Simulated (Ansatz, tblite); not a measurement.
Removing and adding an electron: SiH2Me(NEt2) (C₅H₁₅NSi). Total charge 0; singlet. Geometry: PBE-D4/def2-SVP. Ansatz, gas phase; energy differences of separate SCF runs; the oxidised species was run as a doublet alone; the reduced species was run as a doublet alone.

```xyz
22

Si   -0.8639    0.0211   -1.5495
H    -1.8131   -1.1397   -1.7141
H    -1.5787    1.3204   -1.8313
C     0.5419   -0.1581   -2.8055
H     0.1481   -0.1284   -3.8434
H     1.0804   -1.1183   -2.6692
H     1.2779    0.6650   -2.6971
N    -0.3738    0.0401    0.1318
C    -0.2197   -1.1874    0.9041
C     1.1976   -1.7765    0.8997
C     0.1072    1.2704    0.7551
C    -0.8437    1.8365    1.8157
H    -0.9320   -1.9436    0.5080
H    -0.5387   -1.0061    1.9569
H     1.5108   -2.0536   -0.1278
H     1.9415   -1.0532    1.2926
H     1.2535   -2.6868    1.5322
H     1.1174    1.1129    1.2038
H     0.2619    2.0360   -0.0363
H    -1.8286    2.0777    1.3673
H    -1.0162    1.1112    2.6371
H    -0.4298    2.7604    2.2701
```

The xTB rows come from tblite.

Q: Estimate orbital energies and vertical ionisation energies and electron affinities at: GFN1-xTB; GFN2-xTB; PBE-D4/def2-TZVP; PBE-D4/def2-TZVPD; r2SCANh-D4/def2-TZVP; PBE0-D4/def2-TZVP; PBE0-D4/def2-TZVPD.

A: 
```
               level  −HOMO (eV)  vertical IE (eV)  −LUMO (eV)  vertical EA (eV)  HOMO–LUMO gap (eV)  IE − EA (eV)                       remarks
            GFN1-xTB       10.45             13.35        4.67              2.11                5.78         11.24                             –
            GFN2-xTB        9.34             12.41        4.38              1.32                4.96         11.09                             –
    PBE-D4/def2-TZVP        4.86              7.72       -0.01                 –                4.87             –                             –
   PBE-D4/def2-TZVPD        4.88                 –        0.48             -0.80                4.40             –  HOMO above zero (-1 doublet)
r2SCANh-D4/def2-TZVP        5.57              7.74       -0.77                 –                6.33             –                             –
   PBE0-D4/def2-TZVP        6.13              7.84       -0.83                 –                6.97             –                             –
  PBE0-D4/def2-TZVPD        6.14                 –       -0.16             -1.01                6.30             –  HOMO above zero (-1 doublet)
```

   A HOMO above zero means that the electron is unbound at that level or that self-interaction error raises the level; the energy of removing that electron tells which. Raw xTB energy differences between charge states are shifted by several eV; the methods need an empirical correction for them. A negative affinity means that the extra electron isn't bound; its size then hangs on the basis.
